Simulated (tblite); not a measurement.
Input of a run (GFN2-xTB geometry optimisation, gas phase (tblite 0.8.0)), started from a force field or distance geometry:
```
{"job": {"kind": "relax", "xc": "GFN2-xTB", "basis": "xTB"}, "charge": 0, "multiplicity": 1}
O     -2.044000    -0.864900    -1.153200
Si    -0.977700     0.202500    -0.521900
S     -1.722600     2.159900    -0.542200
S      0.935300     0.045200    -1.431200
C      1.824000    -0.528600    -0.030300
C      1.248600    -0.709700     1.161100
S     -0.433000    -0.395800     1.451700
H     -2.924200    -0.843500    -0.739100
H     -0.626000     2.741200    -0.050000
H      2.878200    -0.736900    -0.168100
H      1.847000    -1.066600     1.997200
```

Output (eV, eV/Å):
```
step      E/eV     max force
  0    -596.97340    1.203
  1    -597.03423    0.634
  2    -597.06202    0.546
  3    -597.07561    0.464
  4    -597.08319    0.274
  5    -597.08822    0.204
  6    -597.09302    0.223
  7    -597.09622    0.202
  8    -597.09912    0.183
  9    -597.10124    0.173
 10    -597.10376    0.212
 11    -597.10723    0.219
 12    -597.11069    0.194
 13    -597.11261    0.103
 14    -597.11344    0.058
 15    -597.11398    0.091
 16    -597.11471    0.126
 17    -597.11577    0.125
 18    -597.11690    0.100
 19    -597.11784    0.094
 20    -597.11864    0.085
 21    -597.11961    0.110
 22    -597.12109    0.112
 23    -597.12311    0.144
 24    -597.12515    0.150
 25    -597.12671    0.109
 26    -597.12779    0.093
 27    -597.12874    0.103
 28    -597.12980    0.120
 29    -597.13054    0.184
 30    -597.13154    0.078
 31    -597.13203    0.049
 32    -597.13225    0.045
 33    -597.13255    0.052
 34    -597.13306    0.082
 35    -597.13379    0.093
 36    -597.13439    0.058
 37    -597.13472    0.047
 38    -597.13490    0.040
 39    -597.13503    0.048
 40    -597.13519    0.041
 41    -597.13533    0.047
 42    -597.13545    0.031
 43    -597.13555    0.025
 44    -597.13571    0.023
 45    -597.13581    0.016
 46    -597.13585    0.013
 47    -597.13587    0.012
 48    -597.13589    0.013
 49    -597.13590    0.015
 50    -597.13592    0.009
```

Q: Summarise the run.

A: The energy falls by 3.7 kcal/mol over 50 L-BFGS steps, the largest force on an atom goes from 1.20 to 0.009 eV/Å, and the atoms move by 0.196 Å rms after alignment. The bond that changes most is Si2–S3 (ends: oxygen-bound silicon; sulfur bonded to Si and H), which lengthens by 0.057 Å. Bonds longer at the end by more than 0.005 Å: 4 of 11; shorter: 7. Among the angles that change most is Si2–O1–H8, from 114.3° to 124.8°. Among the dihedrals that turn most is H8–O1–Si2–S4, from 178° to -146°. The energy never rose by more than 1e-5 eV on the way. The first step brought 37 % of the lowering.

Q: What are the final bond lengths?

A: O1–Si2 1.612 Å, Si2–S3 2.151 Å, Si2–S4 2.145 Å, S4–C5 1.745 Å, C5=C6 1.329 Å, C6–S7 1.744 Å, Si2–S7 2.154 Å, O1–H8 0.955 Å, S3–H9 1.323 Å, C5–H10 1.076 Å, C6–H11 1.076 Å. Numbering counts from 1 in the input's order; the species is `O[Si]1(S)SC=CS1`.

Time: 0.67 s wall. Hardware: one thread of an Arm Neoverse N1, shared host with 64 logical CPUs at a one-minute load of 61.

Its GFN2-xTB frequencies are all real (lowest 67 cm⁻¹). One conformer, not necessarily the lowest. 2 starts were optimised and ended at 0.00 and 1.65 kcal/mol (GFN2-xTB); the lowest of these is shown.

All values are computed, not measured.
